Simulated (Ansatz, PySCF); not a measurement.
Molecule: sum formula GeSiH3 (charge 0, doublet). It need not be the lowest isomer of its formula. 
Coordinates optimised at B3LYP-D3(BJ)/def2-TZVP (Ansatz, an electronic-structure program):
```xyz
5

Si    -1.5762    -0.0277     0.5324
Ge     0.6453     0.0510    -0.2122
H     -1.7271    -1.4159    -0.0718
H      1.6007    -1.1368    -0.4970
H      1.5447     1.3070    -0.0926
```
Charge 0, spin multiplicity 2.

Wanted: atomisation energy (electronic, to ground-state atoms), in kJ/mol. Correlated levels leave the core frozen unless marked. Open shells are spin-unrestricted. Spin-orbit coupling is left out. Frozen are the shells of the preceding noble gas and the d and f shells that filled before the atom's block. Non-relativistic. The coupled-cluster limit lacks core correlation, which all-electron functionals hold. CBS marks a two-point X^-3 extrapolation of the correlation energy; Hartree-Fock from the larger set. The bracket is a focal-point correction in the basis named.

The UHF reference is spin-contaminated (<S^2> 0.23 over the pure value in the largest basis). The T1 diagnostic of CCSD in the largest basis is 0.051, which is high, so the coupled-cluster rows are less sure than usual.

```csv
level,program,atomisation energy (kJ/mol)
SVWN5/def2-TZVPD,Ansatz,1284.3
PBE-D3(BJ)/def2-TZVPD,Ansatz + dftd3,1131.2
PBE-D4/def2-TZVPD,Ansatz + dftd4,1131.4
revPBE-D3(BJ)/def2-TZVPD,Ansatz + dftd3,1110.2
M06-L/def2-TZVPD,PySCF,1150.0
B3LYP/def2-TZVPD,Ansatz,1117.8
PBE0/STO-3G,Ansatz,1718.7
PBE0/6-31G*,Ansatz,1090.2
PBE0-D4/def2-TZVPD,Ansatz + dftd4,1118.1
PBE0/def2-QZVPP,Ansatz,(withheld)
BHLYP/def2-TZVPD,Ansatz,1096.1
PW6B95-D4/def2-TZVPD,PySCF + dftd4,(withheld)
CAM-B3LYP/def2-TZVPD,Ansatz,(withheld)
SCS-MP2/def2-SVPD,Ansatz,1011.2
"RI-MP2/CBS(def2-TZVPPD,def2-QZVPPD)+[CCSD(T)-MP2]/def2-TZVPPD",Ansatz,1118.4
```

Q: What belongs in the gaps?

A: 
- PBE0/def2-QZVPP, atomisation energy (kJ/mol): 1108.9
- PW6B95-D4/def2-TZVPD, atomisation energy (kJ/mol): 1134.6
- CAM-B3LYP/def2-TZVPD, atomisation energy (kJ/mol): 1116.4
